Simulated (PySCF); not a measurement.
## From computed data to an observable: entropy of an ideal gas

ClGeHO, SMILES [Cl][Ge][OH] (connectivity only; charge and spin as stated), neutral, multiplicity 1.

Geometry: ωB97X-D3(BJ)/def2-TZVP. Other conformers were not sampled.

ωB97X-D3(BJ)/def2-TZVP (PySCF) gives the harmonic wavenumbers 224, 409, 458, 706, 843, 3869 cm⁻¹ and the rotational temperatures 0.6118, 0.1806, 0.1394 K. The molar mass is 125.09 g/mol, the symmetry number 1, the spin multiplicity 1.

Work out the entropy at 298.15 K and 1 atm in the rigid-rotor, harmonic-oscillator model.


Translation (Sackur–Tetrode at 1 atm): S = R[1.5 ln M + 2.5 ln T − 1.16487] = 169.0 J/(mol K).
Rotation: q = (√π/σ) T^1.5/√(θA θB θC) = 73500, S = R[ln q + 3/2] = 105.6 J/(mol K).
Vibration: with u = 1.4388 ν/T, each mode gives R[u/(e^u − 1) − ln(1 − e^−u)]:
```csv
ν (cm⁻¹),modes,u,S (J/(mol K))
224,1,1.08,8.06
409,1,1.97,3.89
458,1,2.21,3.23
706,1,3.41,1.25
843,1,4.07,0.73
```
The stiffer modes add less than 0.005 each. Sum 17.2 J/(mol K).
Spin: R ln 1 = 0.0 J/(mol K).
Total 291.8 J/(mol K); the program's own thermochemistry gives 291.8. Translation makes up 58 % and vibration 6 %. Anharmonicity, hindered rotation and orbital degeneracy are left out.
